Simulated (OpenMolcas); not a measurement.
Pt6+ in a point-charge field

Pt6+ among 4 point charges of -2 e arranged as a tetrahedron (Td), 2.21 Å from the ion.
```
   1.2759    1.2759    1.2759  -2.00
   1.2759   -1.2759   -1.2759  -2.00
  -1.2759    1.2759   -1.2759  -2.00
  -1.2759   -1.2759    1.2759  -2.00
```

| Quantity | Value |
| --- | --- |
| Program | OpenMolcas 26.06 |
| Method | SS-CASPT2, IPEA 0.25 Eh, imaginary shift 0.1 Eh (closed shells correlated: 4f 5s 5p) |
| Basis | ANO-RCC-VDZP [7s6p4d2f] |
| Scalar Hamiltonian | DKH2, point nucleus |
| Active space | 4 electrons in 5 orbitals (5d) |
| State averaging | 2S+1 = 5 even, 5 roots; 2S+1 = 3 even, 45 roots; 2S+1 = 1 even, 50 roots |
| Spin-orbit coupling | RASSI with atomic mean-field integrals over the reference wave functions |

The lowest spin-free states (labels of Td), above the lowest:

```csv
State,Degeneracy,E (cm-1),Free-ion L (%)
5T2,3,0,D (100)
5E,2,1740,D (100)
3T1,3,19980,H (90)
3T2,3,20560,H (96)
3T1,3,21060,H (83)
3E,2,21630,H (99)
3T1,3,21820,P (68)
3T2,3,22860,F (73)
3T1,3,23390,F (59)
3A2,1,23540,F (100)
3T2,3,24270,G (76)
3E,2,25240,G (98)
3A1,1,26050,G (100)
3T1,3,26110,G (82)
1A1,1,29280,I (71)
1T1,3,29890,I (84)
3T2,3,30260,D (99)
1T2,3,30560,I (98)
1A1,1,31150,G (67)
3E,2,31210,D (99)
```

The lowest levels with spin-orbit coupling:

```csv
E (cm-1),Degeneracy,Label,2S+1
0,1,A1,5 (56 %)
8020,3,T1,5 (81 %)
13970,3,T2,5 (88 %)
14520,2,E,5 (88 %)
18160,3,T1,5 (81 %)
18650,3,T2,5 (79 %)
19310,1,A2,5 (77 %)
20630,3,T2,5 (55 %)
20710,2,E,5 (52 %)
20780,3,T1,5 (52 %)
20840,1,A1,5 (51 %)
28200,1,A1,3 (42 %)
30780,3,T1,3 (62 %)
30830,2,E,3 (63 %)
30980,1,A1,3 (61 %)
31030,3,T2,3 (65 %)
34410,1,A2,3 (81 %)
35290,3,T2,3 (83 %)
35870,3,T1,3 (83 %)
36360,3,T2,3 (74 %)
```

Powder χT (cm3 K/mol): 0 at 2 K, 0 at 10 K, 0.00459 at 50 K, 0.00918 at 100 K, 0.0184 at 200 K, 0.0275 at 300 K. The effective moment at 300 K is 2.828 √(χT) = 0.47 μB.

Roots that are degenerate in the reference are averaged as groups; the widest CASPT2 spread within a group is 110 cm-1 (the 2-fold group of multiplicity 1 near 76300 cm-1 above the lowest state of its run). Shifts and gaps below about the spread of the groups concerned are not significant. Spin-orbit coupling mixes the spin-free states strongly: the lowest level takes only 36 % from its leading state, 5T2. Point charges give a weaker field than real ligands, and real ions of this kind are as a rule low spin; the high spin found here belongs to the model. The ground term spreads over less than 5000 cm-1, several times less than with real ligands, so orbital moments are less quenched and χT lies further from the spin-only value than at real sites. Free-ion shares, where given, are those of the reference states; single-state CASPT2 does not remix them. Point charges carry no covalency, so the field is a model and not that of real ligands. No measured value stands beside these numbers.
